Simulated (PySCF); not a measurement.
# What a mistake does to a calculation on AlClGeH3N

All numbers below are calculated, not measured. They come from PySCF 2.14.0, an open-source quantum chemistry program, on an isolated molecule that a program drew, which may never have been made. The molecule is AlClGeH3N (charge 0, singlet), drawn as the SMILES string `[NH2][Ge][AlH][Cl]`.

Each row is a Hartree-Fock (HF) and frozen-core CCSD(T) single point in the cc-pV(D+d)Z basis, meant for a local HF minimum. Run 1 is clean. Each other run has one planted mistake out of seven kinds, and not every kind appears here: one electron removed, one electron added, multiplicity raised by two, geometry at a saddle point, minimal basis STO-3G, one bond length entered in bohr, all coordinates scaled. The reference is restricted for singlets and unrestricted otherwise, and also for a bond in bohr. Adding or removing an electron swaps singlet and doublet. Electrons count all cores. HOMO and LUMO are orbital energies over both spins, the gradient is its largest component, and the lowest frequency (negative if imaginary) is given only where the gradient is small. Bond lengths are over the 6 bonds as drawn. T1 is the CCSD diagnostic: over 0.02 (restricted) or 0.045 (unrestricted) a single reference is doubtful. Germanium has the cc-pVDZ-PP basis, with a core potential (ECP10MDF) in place of its 10 inner electrons, and its 3s, 3p and 3d shells are frozen in CCSD(T).

Geometry of the clean run:
```xyz
7
AlClGeH3N, angstrom
N     0.1044   -0.5802   -0.3141
Ge    0.2711   -0.2106    1.4514
Al   -2.2543    0.4634    1.6947
Cl   -3.4616    0.3457   -0.0801
H     0.8905   -0.8973   -0.8518
H    -0.7235   -0.5086   -0.8768
H    -3.0636    0.9560    2.9607
```

| run | electrons | basis functions | <S^2> | HOMO (eV) | LUMO (eV) | gradient (hartree/bohr) | lowest frequency (cm^-1) | mean bond (Å) | longest bond (Å) | T1 | HF (hartree) | CCSD(T) (hartree) | mistake |
|---|---|---|---|---|---|---|---|---|---|---|---|---|---|
| 1 | 72 | 98 | 0.000 | -7.94 | 0.26 | 2.0e-05 | 46 | 1.6958 | 2.625 | 0.0188 | -1051.07467 | -1051.58178 | no fault |
| 2 | 73 | 98 | 0.769 | -0.72 | 5.96 | 4.2e-02 | - | 1.6958 | 2.625 | 0.0183 | -1051.08254 | -1051.59949 | one electron added |
| 3 | 72 | 98 | 0.838 | -8.08 | 0.15 | 2.5e-02 | - | 1.8446 | 2.625 | 0.0588 | -1050.93331 | -1051.44823 | one bond length entered in bohr |
| 4 | 72 | 98 | 2.030 | -6.59 | -0.34 | 3.3e-02 | - | 1.6958 | 2.625 | 0.0239 | -1051.03422 | -1051.52500 | multiplicity raised by two |
| 5 | 71 | 98 | 0.791 | -15.38 | -6.19 | 4.5e-02 | - | 1.6958 | 2.625 | 0.0238 | -1050.81589 | -1051.30241 | one electron removed |
| 6 | 72 | 98 | 0.000 | -7.78 | 0.37 | 4.1e-02 | - | 1.6297 | 2.523 | 0.0168 | -1051.06419 | -1051.56665 | ? |

**Which mistake was planted in run 6, and what did it cost?**

The mean and the longest bond both change by the same factor, 0.961, and the gradient is no longer small. So the mistake is: all coordinates scaled. Subtracting run 1 and multiplying by 627.51 kcal/mol a hartree, the energy moved by 6.6 kcal/mol in HF and 9.5 kcal/mol in CCSD(T).

Cautions from the logs. Run 3: T1 is over the limit, so its CCSD(T) energy is less reliable.
